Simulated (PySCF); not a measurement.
## Stretching AlHg⁺

Set-up: Al def2-SVP, Hg def2-SVP with ECP60; scalar-relativistic core potentials (PySCF 2.14). Energies in eV from Al⁺ + Hg in their ground configurations at the same level. State: ¹Σ⁺ (singlet), closed shell.

All columns are r²SCAN. A positive dipole points towards Hg; it is taken about the centre of mass and depends on that origin.

```json
{"R (Å)": "2.551", "E (eV)": "-0.439", "μ (D)": "-5.72", "Mulliken charge on Al (basis-dependent)": "0.77", "HOMO (eV)": "-11.83", "LUMO (eV)": "-8.22", "Mayer bond order": "0.72", "⟨S²⟩": "0.00"}
{"R (Å)": "2.669", "E (eV)": "-0.552", "μ (D)": "-6.34", "Mulliken charge on Al (basis-dependent)": "0.80", "HOMO (eV)": "-11.88", "LUMO (eV)": "-8.16", "Mayer bond order": "0.65", "⟨S²⟩": "0.00"}
{"R (Å)": "2.788", "E (eV)": "-0.605", "μ (D)": "-6.98", "Mulliken charge on Al (basis-dependent)": "0.81", "HOMO (eV)": "-11.91", "LUMO (eV)": "-8.12", "Mayer bond order": "0.58", "⟨S²⟩": "0.00"}
{"R (Å)": "2.877", "E (eV)": "-0.619", "μ (D)": "-7.47", "Mulliken charge on Al (basis-dependent)": "0.82", "HOMO (eV)": "-11.92", "LUMO (eV)": "-8.11", "Mayer bond order": "0.54", "⟨S²⟩": "0.00"}
{"R (Å)": "2.966", "E (eV)": "-0.617", "μ (D)": "-7.97", "Mulliken charge on Al (basis-dependent)": "0.83", "HOMO (eV)": "-11.90", "LUMO (eV)": "-8.10", "Mayer bond order": "0.50", "⟨S²⟩": "0.00"}
{"R (Å)": "3.055", "E (eV)": "-0.603", "μ (D)": "-8.47", "Mulliken charge on Al (basis-dependent)": "0.84", "HOMO (eV)": "-11.87", "LUMO (eV)": "-8.10", "Mayer bond order": "0.46", "⟨S²⟩": "0.00"}
{"R (Å)": "3.174", "E (eV)": "-0.572", "μ (D)": "-9.14", "Mulliken charge on Al (basis-dependent)": "0.85", "HOMO (eV)": "-11.81", "LUMO (eV)": "-8.11", "Mayer bond order": "0.42", "⟨S²⟩": "0.00"}
{"R (Å)": "3.322", "E (eV)": "-0.523", "μ (D)": "-9.99", "Mulliken charge on Al (basis-dependent)": "0.85", "HOMO (eV)": "-11.69", "LUMO (eV)": "-8.13", "Mayer bond order": "0.38", "⟨S²⟩": "0.00"}
{"R (Å)": "3.500", "E (eV)": "-0.457", "μ (D)": "-11.02", "Mulliken charge on Al (basis-dependent)": "0.87", "HOMO (eV)": "-11.51", "LUMO (eV)": "-8.18", "Mayer bond order": "0.33", "⟨S²⟩": "0.00"}
{"R (Å)": "3.737", "E (eV)": "-0.372", "μ (D)": "-12.41", "Mulliken charge on Al (basis-dependent)": "0.88", "HOMO (eV)": "-11.25", "LUMO (eV)": "-8.25", "Mayer bond order": "0.27", "⟨S²⟩": "0.00"}
```

A fit through these points gives, at Re = 2.906 Å, μ = -7.63 D and dμ/dR = -5.54 D/Å; the reduced mass is 23.8 u.

How strong is the fundamental in the double-harmonic approximation, I = 42.26·(dμ/dR)²/μred km/mol?

I = 42.26·(-5.54)²/23.8 = 54.5 km/mol at r²SCAN.

Closed-shell solutions of metal pairs were not tested for spin polarisation, which can lower them a little. Spin–orbit coupling is left out. For an ion De counts to the pair picked by the measured ionisation energies or electron affinities, which need not be the lowest pair at this level.
